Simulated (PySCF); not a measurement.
Dipole moment and polarisability of `O=C(C[SiH3])CC[SiH3]`

Species: C4H12OSi2.
Cartesian coordinates in Å at the GFN2-xTB level; atoms count from 1:
```xyz
19
C4H12OSi2 angstrom
O      0.416   -1.195    0.760
C     -0.118   -0.737   -0.230
C     -1.429   -1.223   -0.716
Si    -2.788   -0.227    0.209
C      0.516    0.398   -0.985
C      1.351    1.256   -0.046
Si     2.452    0.215    1.125
H     -1.532   -1.083   -1.790
H     -1.555   -2.276   -0.471
H     -4.073   -0.770   -0.232
H     -2.604   -0.387    1.647
H     -2.682    1.181   -0.180
H     -0.246    0.976   -1.515
H      1.168   -0.060   -1.737
H      1.966    1.933   -0.637
H      0.682    1.879    0.549
H      3.622    1.094    1.354
H      2.982   -0.967    0.450
H      1.860    0.004    2.439
```

Level: PBE0/def2-SVPD (PySCF), static field, nuclei fixed, core orbitals frozen in the response. The polarisability tensor in these axes (au):

```
x   124.49   4.85   8.40
y     4.85  94.02  -1.02
z     8.40  -1.02  96.78
```

Question: What are the eigenvalues, a third of the trace, and Δα (Δα² = ½Σ(αi − αj)² over the three pairs)?

Answer: Principal values 91.61, 96.25 and 127.42 au; mean 105.10 au = 15.57 Å³ = 17.33 × 10⁻⁴⁰ C²·m²/J; Δα = 33.73 au (32 % of the mean).

Question: What is the dipole moment, and where does it point?

Answer: (-3.00, 0.41, -2.83) D, 4.14 D in size, pointing from the negative to the positive side. Measured along this direction, the outermost atoms are H17 at the negative end and H10 at the positive end.

Question: Refractivity n − 1 of an ideal gas of it at 350 K and 1 atm, from the electronic α?

Answer: N = p/kT = 2.0968 × 10¹⁹ cm⁻³, so n − 1 = 2π × N × 15.57 × 10⁻²⁴ cm³ = 2052 × 10⁻⁶ at long wavelengths.

Question: In TDDFT the mean static polarisability is Σ f/ω² over all singlet excitations (ω in hartree). How much of it do the 8 lowest give? Their energies (eV) and oscillator strengths: 4.50, 0.0050; 6.17, 0.0022; 6.49, 0.0251; 6.73, 0.0013; 6.95, 0.0437; 7.17, 0.0025; 7.18, 0.0027; 7.43, 0.1998.

Answer: They add up to 4.11 au, 3.9 % of the 105.10 au; the largest single term is 2.68 au, from the state at 7.43 eV. Terms in order: 0.18, 0.04, 0.44, 0.02, 0.67, 0.04, 0.04, 2.68 au. Higher excitations give the rest. The strengths listed sum to 0.282.

Question: What are the principal values of the traceless quadrupole moment, Θ = ½Σq(3rr − r²1), about the centre of nuclear charge?

Answer: -6.34, 1.08, 5.27 D·Å. The values depend on the origin, since the dipole doesn't vanish. The electronic extent ⟨r²⟩ about the same centre is 1527 bohr², a root-mean-square distance of 2.44 Å for the 72 electrons.

One conformer (not necessarily the lowest) at the GFN2-xTB geometry, without solvent, vibrations or thermal averaging.

These values come from a run that also computed excited states. Hardware: one thread of an Arm Neoverse N1, no GPU, shared host with 64 logical CPUs at a one-minute load of 52. Cost: 95 s wall, 1.1 GiB resident at most.
